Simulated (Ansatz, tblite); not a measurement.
Removing and adding an electron: SnH2Me(NHMe) (C2H9NSn). Total charge 0; singlet. Geometry: PBE-D4/def2-SVP. Ansatz, gas phase; energy differences of separate SCF runs; the oxidised species was run as a doublet alone; the reduced species was run as a doublet alone.

```xyz
13

Sn   -0.491   -0.569    0.628
H     0.065   -2.206    0.529
H    -0.507   -0.062    2.302
C    -2.430   -0.280   -0.288
H    -3.192   -0.892    0.232
H    -2.381   -0.583   -1.351
H    -2.723    0.786   -0.225
N     0.847    0.495   -0.547
C     2.262    0.481   -0.203
H     0.518    1.456   -0.700
H     2.550    1.009    0.742
H     2.615   -0.568   -0.099
H     2.868    0.933   -1.021
```

In the def2 sets Sn takes a core potential; there is no spin–orbit coupling. The xTB rows come from tblite.

| level | −HOMO (eV) | vertical IE (eV) | −LUMO (eV) | vertical EA (eV) | HOMO–LUMO gap (eV) | IE − EA (eV) | remarks |
| --- | --- | --- | --- | --- | --- | --- | --- |
| PBE-D4/def2-TZVP | 5.01 | 8.25 | 0.66 | – | 4.35 | – | – |
| r2SCAN-D4/def2-TZVP | 5.27 | 8.20 | 0.28 | – | 4.98 | – | – |
| r2SCAN-D4/def2-TZVPD | 5.31 | – | 0.35 | -0.94 | 4.96 | – | HOMO above zero (-1 doublet) |
| PBE0-D4/def2-TZVPD | 6.39 | – | -0.01 | -0.89 | 6.40 | – | HOMO above zero (-1 doublet) |

Problem. Estimate the rows for GFN1-xTB, GFN2-xTB, PBE-D4/def2-TZVPD, PBE0-D4/def2-TZVP.

Solution. 
```json
{"level": "GFN1-xTB", "−HOMO (eV)": "10.37", "vertical IE (eV)": "13.78", "−LUMO (eV)": "5.86", "vertical EA (eV)": "3.02", "HOMO–LUMO gap (eV)": "4.51", "IE − EA (eV)": "10.76", "remarks": "–"}
{"level": "GFN2-xTB", "−HOMO (eV)": "9.85", "vertical IE (eV)": "13.21", "−LUMO (eV)": "5.85", "vertical EA (eV)": "3.12", "HOMO–LUMO gap (eV)": "3.99", "IE − EA (eV)": "10.09", "remarks": "–"}
{"level": "PBE-D4/def2-TZVPD", "−HOMO (eV)": "5.07", "vertical IE (eV)": "–", "−LUMO (eV)": "0.77", "vertical EA (eV)": "-0.75", "HOMO–LUMO gap (eV)": "4.30", "IE − EA (eV)": "–", "remarks": "HOMO above zero (-1 doublet)"}
{"level": "PBE0-D4/def2-TZVP", "−HOMO (eV)": "6.35", "vertical IE (eV)": "8.31", "−LUMO (eV)": "-0.15", "vertical EA (eV)": "–", "HOMO–LUMO gap (eV)": "6.50", "IE − EA (eV)": "–", "remarks": "–"}
```

   A HOMO above zero means that the electron is unbound at that level or that self-interaction error raises the level; the energy of removing that electron tells which. Raw xTB energy differences between charge states are shifted by several eV; the methods need an empirical correction for them. A negative affinity means that the extra electron isn't bound; its size then hangs on the basis.
